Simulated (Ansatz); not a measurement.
`BN([SiH3])C=C` + `[NH2][SnH3]` → `[SiH3][NH][SnH3]` + `BNC=C`  (ligand exchange at the Si–N bond)

Computed with Ansatz on PBE0-D4/def2-TZVP structures; ΔE is electronic, products minus reactants. CBS: MP2 limit from def2 TZ/QZ plus the TZ coupled-cluster correction, frozen cores. Functionals use def2-TZVPP. B3LYP here is the variant with VWN-RPA as its local correlation; programs differ in this. HSE06 is defined as in plane-wave codes. Elements past krypton have def2 core potentials. For Sn outer-core shells are correlated without core-valence functions, which leaves a few kJ/mol of doubt a bond. Each species was taken in one conformer, which may not be the lowest.

Question: Is it downhill or uphill in electronic energy at CCSD(T)/CBS, and by how much? (Estimate.)

Answer: The calculation gave: Downhill: ΔE = -26.3 kJ/mol.

Question: What do these levels give: LDA (SPW92), PBE-D4, r2SCANh-D4, r2SCAN, PBE0, B3LYP, r2SCAN0, HSE06, CCSD(T)/def2-SVP, MP2/def2-TZVPP, CCSD/def2-TZVPP, MP2/def2-QZVPP? (Best estimate.)

Answer: Ansatz gave: LDA (SPW92) -25.1, PBE-D4 -25.9, r2SCANh-D4 -29.2, r2SCAN -29.6, PBE0 -30.6, B3LYP -33.4, r2SCAN0 -30.6, HSE06 -30.6, CCSD(T)/def2-SVP -33.5, MP2/def2-TZVPP -24.1, CCSD/def2-TZVPP -27.3, MP2/def2-QZVPP -25.1 kJ/mol.

Largest T1 diagnostic among the species: 0.013.

At CCSD(T), def2-SVP lies −7.2 kJ/mol from the extrapolated value and def2-TZVPP +1.4 kJ/mol. Leaving LDA and LC-ωPBE aside and taking each functional with its dispersion term where it has one, the values, not all of them listed here, spread over 9.3 kJ/mol, from BHLYP-D4 to revPBE-D4. LDA lies +3.9 kJ/mol from PBE without D4.
